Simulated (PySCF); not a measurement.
**Name the molecule from its bond curve**

A diatomic of charge 0 contains Zr. Its doublet curve at ROHF-CCSD(T) in a triple-zeta basis (spin-free X2C with a Gaussian nucleus, PySCF), in eV from the separated fragments:

(R (Å), E (eV)): (1.508, -4.589), (1.575, -5.324), (1.626, -5.633), (1.676, -5.778), (1.726, -5.792), (1.793, -5.652), (1.877, -5.298), (1.978, -4.713)

The fit gives ωe = 1005 cm⁻¹ and the rotational constant Bₑ = 0.4778 cm⁻¹.

Task: Which atom is the partner?

Result: The minimum lies at 1.706 Å, so the reduced mass is 16.8576 u Å² cm⁻¹/(Bₑ·Re²) = 12.12 u. With Zr at 89.90 u the partner weighs about 14.0 u: N. The molecule is ZrN.

Correlated steps freeze 15 core orbitals. Spin–orbit coupling is left out. The state is the lowest single determinant that the PBE0 search found; with open d or f shells the true ground state can be another one.
